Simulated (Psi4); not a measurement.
C₃H₂N, charge -1, singlet, geometry from GFN2-xTB (a gas-phase anion, which may not be bound at this level). Base run: M06-2X/def2-SV(P) (Psi4).

Geometry (Å):
```xyz
6

C     -0.1206    -1.6959     0.0087
C      0.4790    -0.5149     0.0067
C     -0.0365     0.7371    -0.0045
H     -1.2158    -1.8935     0.0012
H      0.4617    -2.6235     0.0185
N     -0.1681     1.9084    -0.0121
```
Charge -1, spin multiplicity 1.
All else is at Psi4's defaults (density fitting).
Base energy -169.99858 Eh.

Variants of this job, named by their change:

| change | ΔE vs base (mEh) | SCF cycles | grid points | basis functions |
|---|---|---|---|---|
| base | 0.000 | 9 | 128964 | 60 |
| d_convergence = 1e-10 | 0.000 | 15 | 128964 | 60 |
| dft_radial_scheme = mura | -0.003 | 9 | 130390 | 60 |
| ints_tolerance = 1e-8 | 0.000 | 9 | 128964 | 60 |
| dft_nuclear_scheme = becke | 0.007 | 9 | 128491 | 60 |
| level_shift = 0.3 | 0.000 | 9 | 128964 | 60 |
| dft_radial_scheme = becke | 0.001 | 9 | 113144 | 60 |
| dft_nuclear_scheme = stratmann | -0.004 | 9 | 120365 | 60 |
| df_basis_scf = def2-universal-jkfit | 0.000 | 9 | 128964 | 60 |
| scf_type = out_of_core | -0.026 | 9 | 128964 | 60 |
| dft_pruning_scheme = treutler | 0.293 | 9 | 71180 | 60 |
| cholesky_tolerance = 1e-3 (with scf_type cd) | (withheld) | 9 | 128964 | 60 |
| guess = modhuckel | 0.000 | 10 | 128964 | 60 |

Problem. Some entries are withheld; supply them.

Solution. 
- cholesky_tolerance = 1e-3 (with scf_type cd), ΔE vs base (mEh): -3.737

A gas-phase anion may not be bound at this level; its values then depend on the basis.
